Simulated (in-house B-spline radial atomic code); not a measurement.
## RPA and G0W0 on LC-wPBE: neutral zinc

Configuration [Ar] 3d10 4s2, mean-field start LC-wPBE. Computed with an all-electron radial atomic-structure program (B-spline basis): all electrons, scalar-relativistic (spin-free one-electron X2C), finite nucleus, each spin shell either full or empty, empty states to l = 9 with an (l + 1/2)⁻⁴ tail; G0W0 by contour deformation at full frequency.

Command:
```bash
python run_gw.py task.json out
```
Settings (radii: box in bohr, nucleus in fm):
```
Z                        30
electrons                30
configuration            [Ar] 3d10 4s2
hamiltonian              x2c
method                   lc_wpbe
lmax                     9
rms_radius               3.9283
spin_polarised           False
box_radius               40
intervals                73
ion_configuration        [Ar] 3d10 4s1
```

Cost of the run: 9.5 s on 1 thread of Arm Neoverse V1 (shared host).

Energies (hartree):

```json
{"term": "mean-field total", "value": "-1795.75521"}
{"term": "Hartree-Fock functional on these orbitals", "value": "-1794.27705"}
{"term": "direct second order", "value": "-2.7108"}
{"term": "second-order exchange", "value": "0.76769"}
{"term": "SOSEX correction", "value": "0.68317"}
```

(1) What is the RPA correlation energy, and what remains with SOSEX?

Quasi-particle levels (eV):

```tsv
level	occupied	mean field	Σx - vxc	Σc	QP weight	G0W0
4s	yes	-9.094	0.87	?	?	?
```

G0W0 = mean field + (Σx - vxc) + Σc, with Σc (partial-wave tail included) taken at the quasi-particle energy. Only the outer levels were computed. Levels of low weight are left out.

(2) Where does G0W0 put 4s?

(3) What does it cost to remove one electron (to [Ar] 3d10 4s1) by differences of total energies, each species on its own start (correlation terms add to the Hartree-Fock functional)?

Answers

(1) RPA gives -2.2145 hartree (-2.01 eV per electron); RPA + SOSEX gives -1.5314, and the second-order doubles -1.9431 hartree (no singles). RPA lacks exchange-type terms and so overcorrelates at short range.

(2) At -9.568 eV, with Σc = -1.34 eV and a quasi-particle weight of 0.944. The tabulated removal energy is 9.394 eV (NIST, measured); the calculation leaves out spin-orbit coupling, Breit and QED terms, and what these don't explain is the method's own error.

(3) LC-wPBE 9.134 eV, Hartree-Fock functional 7.605 eV, + RPA 9.246 eV, + RPA + SOSEX 8.879 eV, + second order 9.782 eV. Tabulated: 9.394 eV (NIST, measured); the calculation leaves out spin-orbit coupling, Breit and QED terms, and what these don't explain is the method's own error.
